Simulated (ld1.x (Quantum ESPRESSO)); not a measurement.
# Which change was made? (Ne, PAW)

ld1.x (Quantum ESPRESSO) 7.5 input, shortened:

```
&input
   title='Ne', zed=10., rel=1, dft='PW91', iswitch=3,
   config='[He] 2s2 2p5 3d-2'
 /
 &inputp
   pseudotype=3, lpaw=.true., tm=.true., lloc=-2, rcloc=0.90,
   nlcc=.true., new_core_ps=.true., rcore=0.45,
   which_augfun='BESSEL', rmatch_augfun=0.55
 /
6
2S  1  0   2.00   0.00  0.70  0.80  0.0
2S  1  0   0.00  -3.65  0.70  0.80  0.0
2P  2  1   5.00   0.00  0.95  1.00  0.0
2P  2  1   0.00   0.35  0.95  1.00  0.0
3D  3  2  -2.00   0.05  0.55  0.65  0.0
3D  3  2  -2.00   1.30  0.55  0.65  0.0
 &test
   configts(1)='2s2 2p5'
 /
```

Cutoffs, loose and tight: the cutoffs (Ry, on a coarse ladder) from which the occupation-weighted sum of valence levels, in a spherical-Bessel basis at the reference potential, stays within 10 and 1 mRy of its value at 400 Ry. They do not see the model core or the augmentation charge, which bear on the density cutoff. Test errors are all-electron minus pseudo excitation energies from the reference, over the configurations 2s2 2p6; 2s2 2p4; 2s2 2p3; 2s2 2p2; 2s2 2p5.5; 2s1 2p6; variants that change the core or the reference have their own tests.

The base gives: outcome: generated; bound ghosts: not determined; largest test error (meV): -3.2.

(1) After one change the result is: outcome: generated; bound ghosts: not determined; largest test error (meV): +88. Which change was it?
A. local potential all-electron potential smoothed inside 1.04 bohr (lloc = -2)
B. local potential all-electron potential smoothed inside 0.40 bohr (lloc = -2)
C. local potential all-electron potential smoothed inside 1.18 bohr (lloc = -2)

## Answers

(1) C. The others give: local potential all-electron potential smoothed inside 1.04 bohr (lloc = -2) → outcome: generated; bound ghosts: not determined; largest test error (meV): -86 | local potential all-electron potential smoothed inside 0.40 bohr (lloc = -2) → outcome: failed: compute_chi: chi too large beyond r_c.
